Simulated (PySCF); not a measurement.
SMILES CB(C)/C=C/[Si](Cl)(Cl)Cl (C4H8BCl3Si), GFN2-xTB optimised geometry.

```
17

Si    -0.06     0.15     0.00
Cl     1.97     0.15     0.00
Cl    -0.70     2.08     0.00
Cl    -0.72    -0.75     1.69
C     -0.69    -0.75    -1.52
C     -1.58    -1.76    -1.53
B     -2.14    -2.45    -2.81
C     -1.18    -2.84    -3.99
C     -3.69    -2.74    -2.89
H     -0.31    -0.41    -2.48
H     -1.97    -2.08    -0.57
H     -1.53    -3.70    -4.56
H     -0.15    -3.02    -3.68
H     -1.15    -2.00    -4.69
H     -4.06    -2.82    -3.90
H     -4.29    -2.02    -2.35
H     -3.87    -3.70    -2.41
```

Density from PBE0/def2-SVP in PySCF 2.14.0 at that geometry.

Minimum of the electron density along straight lines between bonded atoms, close to the bond critical point (lines longer than 1.1 times the sum of covalent radii, or with two minima, are not listed):

```json
[
 {"bond": "Si1–Cl2", "length / Å": "2.027", "ρ at the minimum / e bohr⁻³": "0.098", "∇²ρ there / e bohr⁻⁵": "0.31", "position (fraction from the first atom)": "0.37"},
 {"bond": "Si1–Cl3", "length / Å": "2.029", "ρ at the minimum / e bohr⁻³": "0.098", "∇²ρ there / e bohr⁻⁵": "0.31", "position (fraction from the first atom)": "0.37"},
 {"bond": "Si1–Cl4", "length / Å": "2.022", "ρ at the minimum / e bohr⁻³": "0.099", "∇²ρ there / e bohr⁻⁵": "0.32", "position (fraction from the first atom)": "0.37"},
 {"bond": "Si1–C5", "length / Å": "1.881", "ρ at the minimum / e bohr⁻³": "?", "∇²ρ there / e bohr⁻⁵": "0.30", "position (fraction from the first atom)": "0.38"},
 {"bond": "C5–C6", "length / Å": "1.339", "ρ at the minimum / e bohr⁻³": "0.331", "∇²ρ there / e bohr⁻⁵": "?", "position (fraction from the first atom)": "0.51"},
 {"bond": "C6–B7", "length / Å": "1.558", "ρ at the minimum / e bohr⁻³": "0.183", "∇²ρ there / e bohr⁻⁵": "-0.07", "position (fraction from the first atom)": "0.68"},
 {"bond": "B7–C8", "length / Å": "1.575", "ρ at the minimum / e bohr⁻³": "0.180", "∇²ρ there / e bohr⁻⁵": "-0.16", "position (fraction from the first atom)": "0.33"},
 {"bond": "B7–C9", "length / Å": "1.575", "ρ at the minimum / e bohr⁻³": "0.180", "∇²ρ there / e bohr⁻⁵": "?", "position (fraction from the first atom)": "0.32"},
 {"bond": "C5–H10", "length / Å": "1.084", "ρ at the minimum / e bohr⁻³": "0.278", "∇²ρ there / e bohr⁻⁵": "-1.03", "position (fraction from the first atom)": "0.63"},
 {"bond": "C6–H11", "length / Å": "1.086", "ρ at the minimum / e bohr⁻³": "0.278", "∇²ρ there / e bohr⁻⁵": "-1.04", "position (fraction from the first atom)": "0.63"},
 {"bond": "C8–H12", "length / Å": "1.087", "ρ at the minimum / e bohr⁻³": "0.271", "∇²ρ there / e bohr⁻⁵": "-0.97", "position (fraction from the first atom)": "0.62"},
 {"bond": "C8–H13", "length / Å": "1.087", "ρ at the minimum / e bohr⁻³": "0.273", "∇²ρ there / e bohr⁻⁵": "-0.98", "position (fraction from the first atom)": "0.62"},
 {"bond": "C8–H14", "length / Å": "1.091", "ρ at the minimum / e bohr⁻³": "0.264", "∇²ρ there / e bohr⁻⁵": "-0.91", "position (fraction from the first atom)": "0.62"},
 {"bond": "C9–H15", "length / Å": "1.087", "ρ at the minimum / e bohr⁻³": "0.272", "∇²ρ there / e bohr⁻⁵": "-0.97", "position (fraction from the first atom)": "0.62"},
 {"bond": "C9–H16", "length / Å": "1.088", "ρ at the minimum / e bohr⁻³": "0.272", "∇²ρ there / e bohr⁻⁵": "-0.97", "position (fraction from the first atom)": "0.62"},
 {"bond": "C9–H17", "length / Å": "1.091", "ρ at the minimum / e bohr⁻³": "0.264", "∇²ρ there / e bohr⁻⁵": "-0.91", "position (fraction from the first atom)": "0.62"}
]
```

Question: Fill in the missing entries.

Answer: 
- Si1–C5, ρ at the minimum / e bohr⁻³: 0.119
- C5–C6, ∇²ρ there / e bohr⁻⁵: -0.85
- B7–C9, ∇²ρ there / e bohr⁻⁵: -0.14
